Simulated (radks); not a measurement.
Numerical settings for neutral cerium, [Xe] 4f1 5d1 6s2. All-electron calculation, scalar-relativistic Kohn-Sham, PBE, spin-polarised, spherical densities, finite nucleus; open shells are filled with parallel spins first (spin-orbit coupling, left out, can overturn this in heavy ions); Fermi nuclear charge, rms radius 4.8771 fm. Program: a radial shooting solver on a logarithmic mesh with Libxc functionals. The defaults (mesh step 0.008 in ln r, mesh end at 40 bohr or more with all orbitals vanishing there, Anderson mixing 0.5 over 9 steps, residual threshold near 1e-9 with the energy settled to 1e-9 hartree or 1e-11 of itself, here a cap of 96 iterations) give E = -8860.0509 hartree and 5d at -3.326 eV in 15 iterations. Run on one thread of a shared host, so times are rough (Arm Neoverse N1): 0.36 s of CPU time, 0.36 s wall, 15 iterations on 2440 mesh points. Changes against that run (0 stands for a change within the tolerance of the run):

| setting | iterations | converged | E (mhartree) | e(5d) (meV) | CPU (s) |
|---|---|---|---|---|---|
| mesh step in ln r 0.005 | 18 | yes | 0 | 0 | 0.62 |
| mesh step in ln r 0.03 | 14 | yes | +0.00828 | 0 | 0.11 |
| mesh step in ln r 0.02 | 14 | yes | +0.000745 | 0 | 0.16 |
| mesh end (bohr) 12 | 15 | yes | +0.535 | +38.3 | 0.33 |
| mesh end (bohr) 8 | 15 | yes | +24 | +705 | 0.32 |
| residual threshold 1e-05 | 10 | yes | 0 | -0.268 | 0.27 |
| residual threshold 0.01 | 10 | yes | 0 | -0.268 | 0.27 |
| mixing 2.5 | 40 | yes | 0 | 0 | 0.81 |
| linear mixing, mixing 0.05 | 96 | no | +0.613 | -11.3 | 1.9 |
| linear mixing, mixing 0.5 | 30 | yes | 0 | 0 | 0.58 |
| mixing history 3 | 21 | yes | 0 | 0 | 0.43 |
| iteration cap 5 | 5 | no | +0.196 | -9.08 | 0.14 |

Settings that end as converged yet miss the energy by more than 1 mhartree: mesh end (bohr) 8 (+0.024 hartree). A mesh that ends early acts as a hard wall.
